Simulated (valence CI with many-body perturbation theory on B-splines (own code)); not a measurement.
**Tb LXI: one-electron terms**

Method: relativistic CI+MBPT: three valence electrons over a frozen Dirac-Fock core [He], radial functions for each j: 11 s, 11 p, 9 d, 7 f, 5 g, 2 h, 1 i, with the one-electron correlation potential Σ1, the two-electron term Σ2, the three-electron term Σ3, Breit, model QED; selected CI, second order for the rest (own B-spline code, finite nucleus).

The last digits are not significant, and no measured levels were compared; by estimate large intervals hold to a few tenths of a per cent, small ones and those within an open d or f shell to about a per cent.

These are the spectroscopic orbitals of the CI (the correlating ones are not listed), shaped by the core and the other valence electrons. h is the expectation value of the core's Dirac-Fock operator, without the valence repulsion; Σ1 is computed up to l = 3 at one energy for each symmetry, that of its lowest orbital but kept below the first core excitation, so for empty shells it is not the orbital's own correlation shift; Breit and QED include the response of the core.

| Orbital | h (hartree) | Σ1 (cm⁻¹) | Breit (cm⁻¹) | QED (cm⁻¹) | ⟨r⟩ (bohr) |
| --- | --- | --- | --- | --- | --- |
| 2s1/2 | -541.76 | -1472 | 82325 | 96696 | 0.08708 |
| 3s1/2 | -235.91 | -369 | 22961 | 28097 | 0.2022 |
| 4s1/2 | -130.87 | -145 | 9135 | 11522 | 0.3673 |
| 5s1/2 | -82.973 | -71.9 | 4571 | 5805 | 0.5810 |
| 2p1/2 | -535.91 | -3964 | 165242 | 1915 | 0.07209 |
| 3p1/2 | -234.27 | -904 | 44323 | 211 | 0.1883 |
| 4p1/2 | -130.2 | -349 | 17645 | 63.5 | 0.3541 |
| 5p1/2 | -82.638 | -171 | 8802 | 27.9 | 0.5687 |
| 2p3/2 | -504.6 | -2676 | 58567 | 11824 | 0.07832 |
| 3p3/2 | -224.97 | -612 | 16187 | 3125 | 0.1971 |
| 4p3/2 | -126.3 | -237 | 7624 | 1268 | 0.3657 |
| 5p3/2 | -80.651 | -117 | 3843 | 638 | 0.5831 |
| 3d3/2 | -224.39 | -291 | 1667 | -243 | 0.1661 |
| 4d3/2 | -126.06 | -125 | 916 | -55.3 | 0.3353 |
| 5d3/2 | -80.529 | -64.7 | 459 | -18.9 | 0.5534 |
| 3d5/2 | -221.71 | -254 | 544 | 1019 | 0.1691 |
| 4d5/2 | -124.92 | -108 | 298 | 473 | 0.3390 |
| 5d5/2 | -79.945 | -55.9 | 142 | 251 | 0.5579 |
| 4f5/2 | -124.88 | -23.9 | 10.2 | -139 | 0.2912 |
| 5f5/2 | -79.926 | -13.6 | 8.4 | -67.9 | 0.5104 |
| 4f7/2 | -124.33 | -22.6 | 3.0 | 127 | 0.2932 |
| 5f7/2 | -79.642 | -12.7 | 2.5 | 69.1 | 0.5127 |
| 5g7/2 | -79.636 |  | 0.0 | -45.0 | 0.4476 |
| 5g9/2 | -79.468 |  | 0.0 | 36.2 | 0.4491 |

Among the shells of the start configuration 2s2 2p1, Σ1 is largest in size for 2p1/2, where it is 0.0034 % of h.

Lowest root of each symmetry, sizes in configuration state functions:

```tsv
J	Parity	Roots	Reference	Variational	Second order	Change by selected CI (cm⁻¹)	Change by second order (cm⁻¹)
1/2	even	16	50	9904	4005	-12687	0
3/2	even	19	70	15588	7824	-7108	0
5/2	even	14	66	16658	16428	-10540	-1
7/2	even	5	41	11779	22083	-6331	-5
9/2	even	2	23	6966	10155	-12324	-2
1/2	odd	15	48	9611	4965	-11307	0
3/2	odd	21	72	15694	6489	-10234	0
5/2	odd	13	62	16620	12052	-15582	-1
7/2	odd	6	43	12295	13120	-11286	-2
9/2	odd	2	20	7244	13887	-6556	-3
```
